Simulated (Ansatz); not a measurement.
`Sc1sc(-c2sc(-c3sc(S)c4ccccc34)c3ccccc23)c2ccccc12` with charge +1. The state is a doublet with charge 1. Geometry PBE-D4/def2-SVP; atoms count from 1.

```xyz
43

S     6.4321    2.0225   -1.7998
C     4.8310    2.0061   -1.1146
S     3.7369    0.7608   -1.6048
C     2.4452    1.3454   -0.5663
C     1.2148    0.6361   -0.5453
S     1.2340   -1.1050   -0.7125
C    -0.5052   -1.2528   -0.5942
C    -1.0938   -2.5435   -0.6631
S    -0.3547   -3.7507   -1.7051
C    -1.5035   -4.9695   -1.2774
S    -1.3418   -6.5497   -1.9911
C    -2.4570   -4.4847   -0.3418
C    -3.5107   -5.2133    0.2737
C    -4.3011   -4.5914    1.2292
C    -4.0420   -3.2480    1.6181
C    -3.0166   -2.5133    1.0351
C    -2.2210   -3.1032    0.0155
C    -1.1047    0.0419   -0.4561
C    -2.4891    0.3565   -0.5054
C    -2.8917    1.6868   -0.4876
C    -1.9358    2.7361   -0.4573
C    -0.5739    2.4588   -0.4459
C    -0.1332    1.1085   -0.4271
C     2.8809    2.4970    0.1602
C     2.1981    3.1964    1.1923
C     2.8207    4.2649    1.8262
C     4.1407    4.6634    1.4766
C     4.8530    3.9707    0.5084
C     4.2399    2.8756   -0.1586
H     6.6708    3.3404   -1.5414
H    -2.6341   -6.9256   -1.7694
H    -3.6797   -6.2705    0.0193
H    -5.1154   -5.1497    1.7136
H    -4.6546   -2.7888    2.4081
H    -2.8078   -1.4909    1.3767
H    -3.2342   -0.4446   -0.5980
H    -3.9633    1.9309   -0.5332
H    -2.2775    3.7814   -0.4792
H     0.1568    3.2771   -0.4918
H     1.1938    2.8797    1.5032
H     2.2906    4.8023    2.6264
H     4.6097    5.5084    2.0013
H     5.8939    4.2476    0.2834
```

Single mean-field runs in def2-TZVP are fitted with def2-universal-jkfit.

Question: Estimate the Mulliken populations of the heavy atoms from the PBE0/def2-TZVP orbitals of Ansatz.

Answer: 
| atom | charge (e) | spin (α − β) |
| --- | --- | --- |
| S1 | -0.05 | 0.07 |
| C2 | -0.01 | 0.20 |
| S3 | 0.10 | -0.03 |
| C4 | 0.06 | 0.01 |
| C5 | 0.17 | 0.13 |
| S6 | 0.07 | -0.05 |
| C7 | 0.17 | 0.13 |
| C8 | 0.06 | 0.01 |
| S9 | 0.10 | -0.03 |
| C10 | -0.01 | 0.20 |
| S11 | -0.05 | 0.07 |
| C12 | 0.14 | -0.04 |
| C13 | -0.19 | 0.07 |
| C14 | -0.13 | -0.03 |
| C15 | -0.08 | 0.05 |
| C16 | -0.31 | -0.01 |
| C17 | -0.04 | 0.05 |
| C18 | 0.03 | 0.00 |
| C19 | -0.28 | 0.04 |
| C20 | -0.09 | 0.01 |
| C21 | -0.09 | 0.01 |
| C22 | -0.28 | 0.04 |
| C23 | 0.03 | 0.00 |
| C24 | -0.04 | 0.05 |
| C25 | -0.31 | -0.01 |
| C26 | -0.08 | 0.05 |
| C27 | -0.13 | -0.03 |
| C28 | -0.19 | 0.07 |
| C29 | 0.14 | -0.04 |
Mulliken values and Mayer orders depend strongly on the basis.

Question: Where does the spin sit?

Answer: Summed by element: S 0.04, C 0.98, H -0.02, of 1 unpaired in all. Largest on single atoms: C10 0.20, C2 0.20, C5 0.13.

Question: And the Mayer bond orders between bonded heavy atoms (over 0.3)?

Answer: S1–C2 1.21 (1.74 Å); C2–S3 1.28 (1.73 Å); C2–C29 1.30 (1.42 Å); S3–C4 1.23 (1.76 Å); C4–C5 1.04 (1.42 Å); C4–C24 1.21 (1.43 Å); C5–S6 1.27 (1.75 Å); C5–C23 1.21 (1.43 Å); S6–C7 1.27 (1.75 Å); C7–C8 1.04 (1.42 Å); C7–C18 1.21 (1.43 Å); C8–S9 1.23 (1.76 Å); C8–C17 1.21 (1.43 Å); S9–C10 1.28 (1.73 Å); C10–S11 1.21 (1.74 Å); C10–C12 1.30 (1.42 Å); C12–C13 1.21 (1.42 Å); C12–C17 1.21 (1.45 Å); C13–C14 1.59 (1.39 Å); C14–C15 1.29 (1.42 Å); C15–C16 1.55 (1.39 Å); C16–C17 1.31 (1.42 Å); C18–C19 1.30 (1.42 Å); C18–C23 1.25 (1.44 Å); C19–C20 1.53 (1.39 Å); C20–C21 1.30 (1.42 Å); C21–C22 1.53 (1.39 Å); C22–C23 1.30 (1.42 Å); C24–C25 1.31 (1.42 Å); C24–C29 1.21 (1.45 Å); C25–C26 1.55 (1.39 Å); C26–C27 1.29 (1.42 Å); C27–C28 1.59 (1.39 Å); C28–C29 1.21 (1.42 Å).
